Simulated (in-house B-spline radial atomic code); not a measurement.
Ga5+: [Ar] 3d7 5p1 (an excited or competing configuration)

Level of theory: Dirac-Hartree-Fock, average of configuration, Fermi nucleus of rms radius 3.9973 fm; calculated with a radial B-spline atomic code at the basis-set limit.

Z_r = [3n² - l(l+1)]/(2<r>); Z_e = n√(-2ε); the last column is Slater's effective charge. Values are occupation-weighted means over j.

```csv
shell,electrons,ε (eV),<r> (bohr),Z_r,Z_e,Slater
1s,2,-10558,0.04858,30.88,27.86,30.70
2s,2,-1454.5,0.2166,27.70,20.68,26.85
2p,6,-1276.2,0.1904,26.26,19.37,26.85
3s,2,-282.72,0.6331,21.32,13.68,19.75
3p,6,-225.23,0.6505,19.22,12.21,19.75
3d,7,-135.97,0.6763,15.52,9.48,10.90
5p,1,-33.413,3.555,10.27,7.84,6.00
```

The least bound orbital is 5p3/2 at -33.35 eV, and it is also the most diffuse (<r> = 3.562 bohr).

Spin-orbit splittings of the orbital energies (j = l + 1/2 above j = l - 1/2 when positive): 2p 27.96 eV, 3p 4.129 eV, 3d 0.5951 eV, 5p 0.1968 eV.

For the 1s electron the small component carries 1.26 % of the norm, the zero-frequency Breit interaction raises the level by 14.66 eV, self-energy by 7.524 eV, and vacuum polarisation lowers it by 0.7115 eV.
